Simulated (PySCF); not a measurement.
# Polarisability and C₆ of Pd+ (palladium, charge +1)

[Kr] 4d9, 2D determinant. All numbers are calculated (PySCF 2.14, scalar relativity by spin-free X2C-1e, in ANO-RCC-VTZP (7s6p4d2f1g, 68 functions)). Coupled (time-dependent) response in atomic units; α is the mean over directions. The basis has no added diffuse functions, which lowers α and C₆.

| method | mean α (bohr³) | α xx, yy, zz | C₆ (like pair) | S(−4) |
| --- | --- | --- | --- | --- |
| r2SCANh | 10.36 | 10.03, 10.03, 11.02 | 61.31 | 44.48 |

S(−4) is the Cauchy moment in α(ω) = α(0) + S(−4) ω² + …

Spin-orbit coupling is absent.

α(iu) at r2SCANh:

```json
{"u (hartree)": "0", "α(iu) (bohr³)": "10.36"}
{"u (hartree)": "0.0500", "α(iu) (bohr³)": "10.25"}
{"u (hartree)": "0.100", "α(iu) (bohr³)": "9.947"}
{"u (hartree)": "0.200", "α(iu) (bohr³)": "8.982"}
{"u (hartree)": "0.300", "α(iu) (bohr³)": "7.924"}
{"u (hartree)": "0.500", "α(iu) (bohr³)": "6.274"}
{"u (hartree)": "0.750", "α(iu) (bohr³)": "4.999"}
{"u (hartree)": "1.00", "α(iu) (bohr³)": "4.147"}
{"u (hartree)": "1.50", "α(iu) (bohr³)": "2.976"}
{"u (hartree)": "2.00", "α(iu) (bohr³)": "2.193"}
{"u (hartree)": "3.00", "α(iu) (bohr³)": "1.282"}
{"u (hartree)": "5.00", "α(iu) (bohr³)": "0.5659"}
```

A single London oscillator, α(iu) = α/(1 + u²/ω²), gives C₆ = (3/4) ω α². Matching the computed C₆ needs ω = 4 × 61.31 / (3 × 10.36²) = 0.762 hartree.

For an ion, C₆ is the dispersion term alone; charge-induced terms of lower order in 1/R come first.

The components differ because the open shell of this determinant is not spherical; for a pure term their mean is the scalar polarisability.
